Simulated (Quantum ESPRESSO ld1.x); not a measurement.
Question: Lu IV, configuration [Kr] 4d10 4f14 5s2 5p5 6s1 (not the ground configuration). Calculated with ld1.x of Quantum ESPRESSO 7.5: scalar-relativistic Kohn-Sham, Wu-Cohen GGA, spin-unpolarised, spherical densities, point nucleus. Some entries of the table are withheld. Estimate them.

orbital  occ.  eigenvalue (hartree)  <r> (bohr)
1s          2                   (1)     0.01932
2s          2              -396.826     0.08183
2p          6              -349.270     0.07291
3s          2              -90.8514      0.2126
3p          6              -76.5818         (2)
3d         10              -59.4467      0.1925
4s          2              -19.0496      0.4781
4p          6                   (3)      0.5081
4d         10              -8.26425      0.5479
5s          2              -3.44037       1.155
5p          5              -2.32586       1.347
4f         14                   (4)      0.7073
6s          1              -0.98411       2.773

Answer: 
(1) 1s eigenvalue (hartree): -2325.29
(2) 3p <r> (bohr): 0.2123
(3) 4p eigenvalue (hartree): -14.3692
(4) 4f eigenvalue (hartree): -1.56239
